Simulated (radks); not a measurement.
Neutral beryllium inside a hard spherical wall (all orbitals vanish at R), configuration held at [He] 2s2 and not refilled when levels cross. Calculated with a radial shooting solver on a logarithmic mesh with Libxc functionals: non-relativistic Kohn-Sham, LDA (Slater exchange, Perdew-Wang correlation), spin-unpolarised, spherical densities, point nucleus. Eigenvalues in eV, with the zero of energy where the potential of the charges vanishes at infinity; a dash marks a level that is unbound or too diffuse for the functional's potential to be trusted. A positive occupied level is held by the wall or, in an anion where self-interaction has pushed it up, behind a barrier. The pressure on the wall is -dE/dV.

[
 {"R (bohr)": "free", "E (hartree)": "-14.44647", "kinetic (hartree)": "14.309", "e(1s)": "-104.93", "e(2s)": "-5.599", "e(2p, empty)": "-2.101", "e(3s, empty)": "-0.034", "pressure (GPa)": "0"},
 {"R (bohr)": "20", "E (hartree)": "-14.44647", "kinetic (hartree)": "14.309", "e(1s)": "-104.93", "e(2s)": "-5.599", "e(2p, empty)": "-2.101", "e(3s, empty)": "0.070", "pressure (GPa)": "< 0.0001"},
 {"R (bohr)": "12", "E (hartree)": "-14.44646", "kinetic (hartree)": "14.309", "e(1s)": "-104.93", "e(2s)": "-5.598", "e(2p, empty)": "-2.095", "e(3s, empty)": "0.688", "pressure (GPa)": "0.000236"},
 {"R (bohr)": "8", "E (hartree)": "-14.44480", "kinetic (hartree)": "14.323", "e(1s)": "-104.76", "e(2s)": "-5.490", "e(2p, empty)": "-1.898", "e(3s, empty)": "3.224", "pressure (GPa)": "0.0743"},
 {"R (bohr)": "7", "E (hartree)": "-14.44090", "kinetic (hartree)": "14.349", "e(1s)": "-104.48", "e(2s)": "-5.305", "e(2p, empty)": "-1.625", "e(3s, empty)": "5.199", "pressure (GPa)": "0.318"},
 {"R (bohr)": "4", "E (hartree)": "-14.25170", "kinetic (hartree)": "15.051", "e(1s)": "-99.267", "e(2s)": "-0.626", "e(2p, empty)": "3.719", "e(3s, empty)": "31.129", "pressure (GPa)": "34.6"},
 {"R (bohr)": "3", "E (hartree)": "-13.75592", "kinetic (hartree)": "16.374", "e(1s)": "-92.683", "e(2s)": "8.557", "e(2p, empty)": "12.267", "e(3s, empty)": "69.359", "pressure (GPa)": "240"},
 {"R (bohr)": "1.5", "E (hartree)": "-6.84905", "kinetic (hartree)": "29.774", "e(1s)": "-58.346", "e(2s)": "115.39", "e(2p, empty)": "84.163", "e(3s, empty)": "391.29", "pressure (GPa)": "16000"}
]
